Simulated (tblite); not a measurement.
Parent: `[CH2:1]=[C:2]([CH3:3])[Si@@H:4]1[CH2:5][SiH2:6][C:7]1=[O:8]` with C1–C2–Si4–C5 -14°, C2–Si4–C5–Si6 -101°, Si4–C5–Si6–C7 -8°, C5–Si6–C7–O8 -171°, C2–Si4–C7–Si6 108°, C5H10OSi2.

Computed geometry: GFN2-xTB, gas phase. One conformer each, not checked by frequencies here.

| coordinate of the parent | value |
| --- | --- |
| C1=C2 | 1.327 Å |
| C2–C3 | 1.499 Å |
| C2–Si4 | 1.886 Å |
| Si4–C5 | 1.921 Å |
| C5–Si6 | 1.918 Å |
| Si6–C7 | 1.957 Å |
| C7=O8 | 1.205 Å |
| Si4–C7 | 1.962 Å |
| C1–C2–C3 | 121.5° |
| C1–C2–Si4 | 123.0° |
| C3–C2–Si4 | 115.5° |
| C2–Si4–C5 | 116.1° |
| C2–Si4–C7 | 109.6° |
| C5–Si4–C7 | 83.9° |
| Si4–C5–Si6 | 96.9° |
| C5–Si6–C7 | 84.0° |
| Si6–C7–O8 | 132.9° |
| Si4–C7–Si6 | 94.2° |
| Si4–C7–O8 | 132.8° |

Problem. How does the shared frame change in `[CH2:1]=[CH:2][Si@H:3]1[CH2:4][SiH2:5][C:6]1=[O:7]` with C1–C2–Si3–C4 -15°, C4H8OSi2? Atoms pair as C1 = C1, C2 = C2, Si4 = Si3, C5 = C4, Si6 = Si5, C7 = C6, O8 = O7 (parent first).

Solution. 
```csv
parent,relative,value in the relative,change
C1=C2,C1=C2,1.326 Å,-0.001
C2–Si4,C2–Si3,1.879 Å,-0.007
Si4–C5,Si3–C4,1.924 Å,+0.003
C5–Si6,C4–Si5,1.918 Å,0.000
Si6–C7,Si5–C6,1.958 Å,+0.001
C7=O8,C6=O7,1.204 Å,-0.001
Si4–C7,Si3–C6,1.966 Å,+0.004
C1–C2–Si4,C1–C2–Si3,125.2°,+2.2
C2–Si4–C5,C2–Si3–C4,116.0°,-0.1
C2–Si4–C7,C2–Si3–C6,112.1°,+2.5
C5–Si4–C7,C4–Si3–C6,83.8°,-0.1
Si4–C5–Si6,Si3–C4–Si5,97.2°,+0.3
C5–Si6–C7,C4–Si5–C6,84.1°,+0.1
Si6–C7–O8,Si5–C6–O7,132.7°,-0.2
Si4–C7–Si6,Si3–C6–Si5,94.6°,+0.4
Si4–C7–O8,Si3–C6–O7,132.7°,-0.1
```

Of the parent's bonds, C2–Si4 changes most (-0.007 Å). Point group C1 → C1.
